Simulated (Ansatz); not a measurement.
One geometry of CH3FO2Si (`O[Si]1(F)CO1`), several functionals.

```yaml
crystal:
  periodic: [false, false, false]
  atoms:
    - {symbol: O, position_ang: [-0.166609, 1.155292, 1.523313]}
    - {symbol: Si, position_ang: [0.498506, 0.217800, 0.388455]}
    - {symbol: F, position_ang: [1.969621, -0.037527, 0.887845]}
    - {symbol: C, position_ang: [-0.296831, -0.865608, -0.782998]}
    - {symbol: O, position_ang: [0.240824, 0.507876, -1.188211]}
    - {symbol: H, position_ang: [-1.013019, 1.557954, 1.320281]}
    - {symbol: H, position_ang: [-1.374944, -0.926292, -0.912968]}
    - {symbol: H, position_ang: [0.234552, -1.666694, -1.291516]}
basis:
  gaussian: {orbitals: def2-TZVPP}
hamiltonian: {xc: r2scan, dispersion: d4}
output: {forces: true, orbitals: {seedname: orbitals}}
```

```sh
$ ansatz run in.yaml --threads 2 --pin off --events-out ev --progress --plain --max-ram 4352MiB
```

Output, abridged:

```
Functional definition: r2SCAN
1103 factors; their error is unknown
mean field evaluation 1: about -15765.4992 eV, gradient 8.1e1 eV
mean field evaluation 2: about -15746.1613 eV, gradient 1.3e2 eV
mean field evaluation 4: about -15776.5621 eV, gradient 8.8e0 eV
mean field evaluation 8: about -15776.6992 eV, gradient 3.0e-1 eV
mean field evaluation 16: about -15776.6727 eV, gradient 2.6e-4 eV
mean field -15776.67265231 eV, -579.7820261597 hartree, gradient 6.1e-5 eV, S^2 0.000000; 0 other end points of the search recorded, 0 dependent functions left out
reference -15776.67266274 eV, -579.7820265429 hartree; 24, 24 occupied and 184, 184 virtual orbitals, 1103 factors
Total energy: -15776.70889241 eV, -579.7833579589 hartree
Atom 0 at    -0.166609     1.155292     1.523313 Å, force    -0.004787     0.052305     0.068781 eV/Å
Atom 1 at     0.498506     0.217800     0.388455 Å, force    -0.035431    -0.053612     0.028860 eV/Å
Atom 2 at     1.969621    -0.037527     0.887845 Å, force     0.072473    -0.005719     0.022857 eV/Å
Atom 3 at    -0.296831    -0.865608    -0.782998 Å, force    -0.134430    -0.373182     0.137637 eV/Å
Atom 4 at     0.240824     0.507876    -1.188211 Å, force     0.122916     0.363761    -0.214880 eV/Å
Atom 5 at    -1.013019     1.557954     1.320281 Å, force    -0.018337     0.003972    -0.002371 eV/Å
Atom 6 at    -1.374944    -0.926292    -0.912968 Å, force     0.008874     0.003566    -0.022735 eV/Å
Atom 7 at     0.234552    -1.666694    -1.291516 Å, force    -0.011278     0.008909    -0.018148 eV/Å
Dipole moment:    -0.469612    -0.075857     0.109158 e Å
```

Hardware: 2 threads of an Arm Neoverse V1 on a shared host. Wall time 6 s, peak host memory 0.25 GiB.

With the line `hamiltonian: {xc: {name: revPBE}, dispersion: d4}` and no forces (abridged; 2.3 s):

```
Functional definition: revPBE
mean field evaluation 16: about -15776.5827 eV, gradient 5.9e-5 eV
mean field -15776.58269675 eV, -579.7787203537 hartree, gradient 5.9e-5 eV, S^2 0.000000
Total energy: -15777.08323505 eV, -579.7971147969 hartree
```

With the line `hamiltonian: {xc: {name: wB97M-V}}` (abridged; 14 s):

```
Functional definition: wB97M-V
mean field evaluation 16: about -15778.3581 eV, gradient 1.7e-4 eV
mean field -15778.35808865 eV, -579.8439648028 hartree, gradient 6.9e-5 eV, S^2 0.000000
Total energy: -15778.35813149 eV, -579.8439663771 hartree
Atom 0 force    -0.090930     0.057046     0.051133 eV/Å
Atom 1 force    -0.051769     0.018061    -0.099709 eV/Å
Atom 2 force     0.139101    -0.040395     0.051588 eV/Å
Atom 3 force    -0.114874    -0.250125    -0.007140 eV/Å
Atom 4 force     0.040718     0.129334    -0.057505 eV/Å
Atom 5 force     0.027851    -0.005996     0.020706 eV/Å
Atom 6 force     0.109707     0.008066    -0.000008 eV/Å
Atom 7 force    -0.059805     0.084010     0.040935 eV/Å
Dipole moment:    -0.476412    -0.091923     0.120870 e Å
```

Changing it to `hamiltonian: {xc: {name: LC-wPBE}}` and no forces (abridged; 3.1 s):

```
Functional definition: LC-wPBE
mean field evaluation 16: about -15773.9229 eV, gradient 7.9e-5 eV
mean field -15773.92294014 eV, -579.6809761010 hartree, gradient 4.6e-5 eV, S^2 0.000000
Total energy: -15773.92294014 eV, -579.6809761013 hartree
```

Changing it to `hamiltonian: {xc: lda}` and no forces (abridged; 1.4 s):

```
Functional definition: SPW92
mean field evaluation 16: about -15693.3728 eV, gradient 4.7e-5 eV
mean field -15693.37281533 eV, -576.7208136134 hartree, gradient 4.7e-5 eV, S^2 0.000000
Total energy: -15693.37284918 eV, -576.7208148573 hartree
```

The same input with `hamiltonian: {xc: {name: B2PLYP}}` and no forces (abridged; 6.5 s):

```
Functional definition: B2PLYP
mean field evaluation 16: about -15764.0741 eV, gradient 2.7e-4 eV
mean field -15764.07408349 eV, -579.3190372949 hartree, gradient 1.8e-6 eV, S^2 0.000000
9 core orbitals not correlated: weight in the atoms' cores, before any rotation towards them, 1.000 or more for the frozen orbitals, at most 0.000 for the correlated occupied ones
second order -32.69631461 eV of doubles, -0.00000000 eV of singles
Total energy: -15772.90223389 eV, -579.6434658383 hartree
```
